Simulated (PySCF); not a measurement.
**Indium: a sound run and one with changed settings**

Sound run: In⁺ [Kr] 4d10 5s2, In²⁺ [Kr] 4d10 5s1. Computed with PySCF 2.14 in cc-pVDZ-PP with ECP28MDF, with scalar relativity through the core potential. The sound run starts from symmetry-adapted Hartree-Fock orbitals and uses a fine grid where one is needed.

Changed run: 14 angular points. This setting is unsound on purpose.

```tsv
species	method	sound run (hartree)	changed run (hartree)	converged
In⁺	UHF	-189.01390	-189.01390	yes
In⁺	MN15	-189.48985	-189.48985	yes
In⁺	PBE	-189.90522	-189.90522	yes
In²⁺	UHF	-188.38874	-188.38874	yes
In²⁺	MN15	-188.79381	-188.79381	yes
In²⁺	PBE	-189.20548	-189.20548	yes
```

Ionisation energy of In⁺:

| method | sound run (eV) | changed run (eV) |
| --- | --- | --- |
| UHF | 17.011 | 17.011 |
| MN15 | 18.940 | 18.940 |
| PBE | 19.041 | 19.041 |

Here the setting changes nothing at the digits shown.

For comparison, NIST gives 18.870 eV between the lowest levels.
